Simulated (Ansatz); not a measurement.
Method: r2SCAN-D4/def2-SVP in Ansatz (a program for electronic structure). No frequencies were computed at this level.

Ansatz 0.2 input:
```yaml
crystal:
  periodic: [false, false, false]
  atoms:
    - { symbol: Hf, position_ang: [-0.022818, -0.03086, 0.139304] }
    - { symbol: C, position_ang: [-0.375782, -0.51096, 2.294275] }
    - { symbol: H, position_ang: [-0.997232, -1.403212, 2.454866] }
    - { symbol: H, position_ang: [-0.885337, 0.289074, 2.849546] }
    - { symbol: H, position_ang: [0.544636, -0.704467, 2.863043] }
    - { symbol: Br, position_ang: [-0.677748, -1.831159, -1.533463] }
    - { symbol: Br, position_ang: [2.383976, 0.454926, -0.52285] }
    - { symbol: Br, position_ang: [-1.243055, 2.006019, -0.771918] }
basis:
  gaussian: { orbitals: def2-svp }
hamiltonian:
  xc: r2scan
  dispersion: d4
relax:
  max_steps: 150
```

Output:

```
Functional definition: r2SCAN
1681 factors; their error is unknown
mean field evaluation 1: about -212504.1063 eV, gradient 5.3e1 eV
mean field evaluation 2: about -212476.7776 eV, gradient 1.1e2 eV
mean field evaluation 4: about -212510.0057 eV, gradient 2.0e1 eV
mean field evaluation 8: about -212511.2339 eV, gradient 2.1e-1 eV
mean field evaluation 16: about -212511.0220 eV, gradient 4.4e-4 eV
mean field -212511.02200973 eV, -7809.6360137132 hartree, gradient 2.4e-5 eV, S^2 0.000000; 0 other end points of the search recorded, 0 dependent functions left out
reference -212511.02203153 eV, -7809.6360145145 hartree; 63, 63 occupied and 94, 94 virtual orbitals, 1681 factors
relax step   1: F+E_penalty+E_count = -212511.08134278 eV  Δ(F+E_penalty+E_count) = +0.000e0 eV  max|allowed force component| = 1.172e0 eV/Å  Δτ_max = 0.0000 Å  (29 SCF iters, accepted)
these checks for a lower state are left out or cut short: starts, cluster_reference, orbital_swaps, neighbouring_geometries, increment
1681 factors; their error is unknown
mean field -212511.26692509 eV, -7809.6450141866 hartree, gradient 2.3e-5 eV, S^2 0.000000; 0 other end points of the search recorded, 0 dependent functions left out
reference -212511.26694617 eV, -7809.6450149616 hartree; 63, 63 occupied and 94, 94 virtual orbitals, 1681 factors
relax step   2: F+E_penalty+E_count = -212511.32797117 eV  Δ(F+E_penalty+E_count) = -2.466e-1 eV  max|allowed force component| = 4.931e-1 eV/Å  Δτ_max = 0.1966 Å  (33 SCF iters, accepted)
these checks for a lower state are left out or cut short: starts, cluster_reference, orbital_swaps, neighbouring_geometries, increment
1681 factors; their error is unknown
mean field evaluation 32: about -212511.3335 eV, gradient 1.3e-4 eV
mean field -212511.33346137 eV, -7809.6474593500 hartree, gradient 1.5e-5 eV, S^2 0.000000; 0 other end points of the search recorded, 0 dependent functions left out
reference -212511.33348240 eV, -7809.6474601226 hartree; 63, 63 occupied and 94, 94 virtual orbitals, 1681 factors
relax step   3: F+E_penalty+E_count = -212511.39443920 eV  Δ(F+E_penalty+E_count) = -6.647e-2 eV  max|allowed force component| = 1.510e-1 eV/Å  Δτ_max = 0.1269 Å  (36 SCF iters, accepted)
these checks for a lower state are left out or cut short: starts, cluster_reference, orbital_swaps, neighbouring_geometries, increment
1681 factors; their error is unknown
mean field -212511.34148467 eV, -7809.6477542009 hartree, gradient 1.0e-5 eV, S^2 0.000000; 0 other end points of the search recorded, 0 dependent functions left out
reference -212511.34150565 eV, -7809.6477549719 hartree; 63, 63 occupied and 94, 94 virtual orbitals, 1681 factors
relax step   4: F+E_penalty+E_count = -212511.40260525 eV  Δ(F+E_penalty+E_count) = -8.166e-3 eV  max|allowed force component| = 1.792e-1 eV/Å  Δτ_max = 0.1011 Å  (30 SCF iters, accepted)
these checks for a lower state are left out or cut short: starts, cluster_reference, orbital_swaps, neighbouring_geometries, increment
1681 factors; their error is unknown
mean field -212511.33603393 eV, -7809.6475538896 hartree, gradient 1.4e-5 eV, S^2 0.000000; 0 other end points of the search recorded, 0 dependent functions left out
reference -212511.33605494 eV, -7809.6475546618 hartree; 63, 63 occupied and 94, 94 virtual orbitals, 1681 factors
relax step   5: F+E_penalty+E_count = -212511.39726107 eV  Δ(F+E_penalty+E_count) = +5.344e-3 eV  max|allowed force component| = 5.812e-1 eV/Å  Δτ_max = 0.1836 Å  (36 SCF iters, rejected (line search))
these checks for a lower state are left out or cut short: starts, cluster_reference, orbital_swaps, neighbouring_geometries, increment
1681 factors; their error is unknown
mean field -212511.35078784 eV, -7809.6480960858 hartree, gradient 1.8e-5 eV, S^2 0.000000; 0 other end points of the search recorded, 0 dependent functions left out
reference -212511.35080888 eV, -7809.6480968592 hartree; 63, 63 occupied and 94, 94 virtual orbitals, 1681 factors
relax step   6: F+E_penalty+E_count = -212511.41196798 eV  Δ(F+E_penalty+E_count) = -9.363e-3 eV  max|allowed force component| = 8.554e-2 eV/Å  Δτ_max = 0.0918 Å  (28 SCF iters, accepted)
these checks for a lower state are left out or cut short: starts, cluster_reference, orbital_swaps, neighbouring_geometries, increment
1681 factors; their error is unknown
mean field evaluation 64: about -212511.3587 eV, gradient 1.7e-5 eV
mean field -212511.35867254 eV, -7809.6483858434 hartree, gradient 1.7e-5 eV, S^2 0.000000; 0 other end points of the search recorded, 0 dependent functions left out
reference -212511.35869361 eV, -7809.6483866177 hartree; 63, 63 occupied and 94, 94 virtual orbitals, 1681 factors
relax step   7: F+E_penalty+E_count = -212511.41989004 eV  Δ(F+E_penalty+E_count) = -7.922e-3 eV  max|allowed force component| = 1.452e-1 eV/Å  Δτ_max = 0.0974 Å  (29 SCF iters, accepted)
these checks for a lower state are left out or cut short: starts, cluster_reference, orbital_swaps, neighbouring_geometries, increment
1681 factors; their error is unknown
mean field -212511.36318200 eV, -7809.6485515630 hartree, gradient 1.4e-5 eV, S^2 0.000000; 0 other end points of the search recorded, 0 dependent functions left out
reference -212511.36320311 eV, -7809.6485523386 hartree; 63, 63 occupied and 94, 94 virtual orbitals, 1681 factors
relax step   8: F+E_penalty+E_count = -212511.42445482 eV  Δ(F+E_penalty+E_count) = -4.565e-3 eV  max|allowed force component| = 3.677e-1 eV/Å  Δτ_max = 0.1494 Å  (36 SCF iters, accepted)
these checks for a lower state are left out or cut short: starts, cluster_reference, orbital_swaps, neighbouring_geometries, increment
1681 factors; their error is unknown
mean field -212511.37816259 eV, -7809.6491020895 hartree, gradient 2.2e-5 eV, S^2 0.000000; 0 other end points of the search recorded, 0 dependent functions left out
reference -212511.37818371 eV, -7809.6491028655 hartree; 63, 63 occupied and 94, 94 virtual orbitals, 1681 factors
relax step   9: F+E_penalty+E_count = -212511.43949222 eV  Δ(F+E_penalty+E_count) = -1.504e-2 eV  max|allowed force component| = 1.140e-2 eV/Å  Δτ_max = 0.1142 Å  (29 SCF iters, accepted)
these checks for a lower state are left out or cut short: starts, cluster_reference, orbital_swaps, neighbouring_geometries, increment
1681 factors; their error is unknown
mean field -212511.38020968 eV, -7809.6491773187 hartree, gradient 1.4e-5 eV, S^2 0.000000; 0 other end points of the search recorded, 0 dependent functions left out
reference -212511.38023080 eV, -7809.6491780949 hartree; 63, 63 occupied and 94, 94 virtual orbitals, 1681 factors
relax step  10: F+E_penalty+E_count = -212511.44154713 eV  Δ(F+E_penalty+E_count) = -2.055e-3 eV  max|allowed force component| = 6.248e-3 eV/Å  Δτ_max = 0.0638 Å  (29 SCF iters, accepted)
these checks for a lower state are left out or cut short: starts, cluster_reference, orbital_swaps, neighbouring_geometries, increment
1681 factors; their error is unknown
mean field -212511.37968828 eV, -7809.6491581575 hartree, gradient 1.5e-5 eV, S^2 0.000000; 0 other end points of the search recorded, 0 dependent functions left out
reference -212511.37970939 eV, -7809.6491589335 hartree; 63, 63 occupied and 94, 94 virtual orbitals, 1681 factors
relax step  11: F+E_penalty+E_count = -212511.44103337 eV  Δ(F+E_penalty+E_count) = +5.138e-4 eV  max|allowed force component| = 1.528e-1 eV/Å  Δτ_max = 0.0986 Å  (29 SCF iters, rejected (line search))
these checks for a lower state are left out or cut short: starts, cluster_reference, orbital_swaps, neighbouring_geometries, increment
1681 factors; their error is unknown
mean field evaluation 96: about -212511.3807 eV, gradient 3.2e-1 eV
mean field -212511.38085187 eV, -7809.6492009186 hartree, gradient 1.4e-5 eV, S^2 0.000000; 0 other end points of the search recorded, 0 dependent functions left out
reference -212511.38087299 eV, -7809.6492016947 hartree; 63, 63 occupied and 94, 94 virtual orbitals, 1681 factors
relax step  12: F+E_penalty+E_count = -212511.44219285 eV  Δ(F+E_penalty+E_count) = -6.457e-4 eV  max|allowed force component| = 3.555e-2 eV/Å  Δτ_max = 0.0481 Å  (30 SCF iters, accepted)
these checks for a lower state are left out or cut short: starts, cluster_reference, orbital_swaps, neighbouring_geometries, increment
1681 factors; their error is unknown
mean field -212511.38094196 eV, -7809.6492042294 hartree, gradient 1.4e-5 eV, S^2 0.000000; 0 other end points of the search recorded, 0 dependent functions left out
reference -212511.38096308 eV, -7809.6492050056 hartree; 63, 63 occupied and 94, 94 virtual orbitals, 1681 factors
relax step  13: F+E_penalty+E_count = -212511.44228210 eV  Δ(F+E_penalty+E_count) = -8.925e-5 eV  max|allowed force component| = 1.706e-2 eV/Å  Δτ_max = 0.0228 Å  (30 SCF iters, accepted)
these checks for a lower state are left out or cut short: starts, cluster_reference, orbital_swaps, neighbouring_geometries, increment
1681 factors; their error is unknown
mean field -212511.38081507 eV, -7809.6491995663 hartree, gradient 1.4e-5 eV, S^2 0.000000; 0 other end points of the search recorded, 0 dependent functions left out
reference -212511.38083619 eV, -7809.6492003426 hartree; 63, 63 occupied and 94, 94 virtual orbitals, 1681 factors
relax step  14: F+E_penalty+E_count = -212511.44215637 eV  Δ(F+E_penalty+E_count) = +1.257e-4 eV  max|allowed force component| = 1.624e-2 eV/Å  Δτ_max = 0.0221 Å  (30 SCF iters, rejected (line search))
these checks for a lower state are left out or cut short: starts, cluster_reference, orbital_swaps, neighbouring_geometries, increment
1681 factors; their error is unknown
mean field -212511.38101025 eV, -7809.6492067390 hartree, gradient 1.4e-5 eV, S^2 0.000000; 0 other end points of the search recorded, 0 dependent functions left out
reference -212511.38103137 eV, -7809.6492075151 hartree; 63, 63 occupied and 94, 94 virtual orbitals, 1681 factors
relax step  15: F+E_penalty+E_count = -212511.44235178 eV  Δ(F+E_penalty+E_count) = -6.968e-5 eV  max|allowed force component| = 7.887e-3 eV/Å  Δτ_max = 0.0055 Å  (32 SCF iters, accepted)
1681 factors; their error is unknown
mean field evaluation 128: about -212511.3810 eV, gradient 1.4e-5 eV
mean field -212511.38101025 eV, -7809.6492067390 hartree, gradient 1.4e-5 eV, S^2 0.000000; 1 other end points of the search recorded, 0 dependent functions left out
reference -212511.38103137 eV, -7809.6492075151 hartree; 63, 63 occupied and 94, 94 virtual orbitals, 1681 factors
Total energy: -212511.44237290 eV, -7809.6514617749 hartree
Atom 0 at    -0.001855    -0.002357     0.011082 Å, force    -0.000739    -0.001343     0.005818 eV/Å
Atom 1 at    -0.344733    -0.468451     2.103868 Å, force     0.000955     0.002273    -0.007887 eV/Å
Atom 2 at    -1.388167    -0.795087     2.269253 Å, force     0.000324    -0.000327     0.000724 eV/Å
Atom 3 at    -0.158454     0.416126     2.740730 Å, force     0.000355    -0.000417     0.000706 eV/Å
Atom 4 at     0.325440    -1.280471     2.441891 Å, force    -0.000428    -0.000153     0.001139 eV/Å
Atom 5 at    -0.485683    -2.128945    -1.196905 Å, force    -0.000233     0.000698    -0.000290 eV/Å
Atom 6 at     2.389400     0.694629    -0.098079 Å, force    -0.000554     0.000040     0.000100 eV/Å
Atom 7 at    -1.609309     1.833916    -0.499036 Å, force     0.000319    -0.000773    -0.000310 eV/Å
Dipole moment:    -0.043444    -0.058913     0.264518 e Å
```

Cost: roughly 5 core-minutes.
